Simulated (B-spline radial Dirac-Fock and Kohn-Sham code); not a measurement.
# L1 emission of Pm²⁺

System: promethium as Pm²⁺, configuration [Xe] 4f5, inside a Watson sphere of charge -2 and radius 2.2 Å (a model of the Madelung potential; inside it an electron's potential energy is raised by 13.1 eV).

The computed values come from a B-spline atomic structure program: independent-particle radiative and Coulomb Auger rates from relativistic LDA hole-state orbitals, with Dirac-Fock energies.

```tsv
line	multipole	energy (eV)	rate (s⁻¹)	share (%)
L1-L2	E1	419.6	1.93e+11	0.0403
L1-L3	E1	973.2	5.32e+12	1.11
Lβ4	E1	5959.5	1.47e+14	30.7
Lβ3	E1	6072.8	2.18e+14	45.4
L1-M4	E2	6380.6	2.90e+12	0.606
L1-M5	E2	6404.4	4.34e+12	0.906
Lγ2	E1	7161.8	3.45e+13	7.20
Lγ3	E1	7186.4	5.29e+13	11.0
L1-N4	E2	7302.3	3.80e+11	0.0793
L1-N5	E2	7306.6	5.84e+11	0.122
L1-O2	E1	7409.1	5.20e+12	1.08
Lγ4	E1	7412.5	7.88e+12	1.64
```

The listed lines hold 100.0 % of the radiative rate. The radiative width is 0.315 eV in the length form and 0.316 eV in the velocity form; the two differ because the transition energies are not eigenvalue differences of the potential that gave the orbitals.
